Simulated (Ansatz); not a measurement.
An input meant for [CuH2]- (CuH2⁻) (charge -1, triplet).

```yaml
crystal:
  periodic: [false, false, false]
  atoms:
    - {symbol: Cu, position_ang: [0.000024, 0.000013, 0.000004]}
    - {symbol: H, position_ang: [-0.017519, -0.021663, 1.554207]}
    - {symbol: D, position_ang: [0.017495, 0.021650, -1.554211]}
basis:
  gaussian: {orbitals: cc-pVDZ}
total_charge: -1
magnetization: {spin_polarized: true, initial_magnetization: 2}
hamiltonian: {xc: {name: PBE0}}
scf: {omitted_lower_state_checks: [starts]}
```

```sh
$ ansatz run in.yaml --threads 4 --pin off --events-out ev --progress --plain --max-ram 3916MiB
```

It prints (some lines left out):

```
Error: YAML parse error: error: line 6 column 16: `D` is not an element symbol (H … Og, case-exact)
 --> <input>:6:16
4 |     - {symbol: Cu, position_ang: [0.000024, 0.000013, 0.000004]}
5 |     - {symbol: H, position_ang: [-0.017519, -0.021663, 1.554207]}
6 |     - {symbol: D, position_ang: [0.017495, 0.021650, -1.554211]}
7 | basis:
8 |   gaussian: {orbitals: cc-pVDZ}
```

In this input an element symbol is wrong. The input was rejected before any iteration.
